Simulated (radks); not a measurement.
Question: Species: the iron ion Fe4+. Configuration: [Ar] 3d4. Method: Dirac Kohn-Sham, PBEsol, spin-unpolarised, spherical densities, finite nucleus; open shells fill j = l - 1/2 first; Fermi nuclear charge, rms radius 3.7377 fm; computed with a radial shooting solver on a logarithmic mesh with Libxc functionals. Some entries of the table are withheld. Estimate them.

orbital,occ.,eigenvalue (Ry),r(max) (bohr)
1s1/2,2,-518.2165,0.03829
2s1/2,2,-64.68956,0.2226
2p1/2,2,-56.41526,0.1782
2p3/2,4,-55.49983,0.1807
3s1/2,2,-11.17680,0.6962
3p1/2,2,(1),(2)
3p3/2,4,(3),(4)
3d3/2,4,-4.65969,0.6748
3d5/2,0,-4.64502,0.6768

Answer: 
(1) 3p1/2 eigenvalue (Ry): -8.73163
(2) 3p1/2 r(max) (bohr): 0.7007
(3) 3p3/2 eigenvalue (Ry): -8.61104
(4) 3p3/2 r(max) (bohr): 0.7075
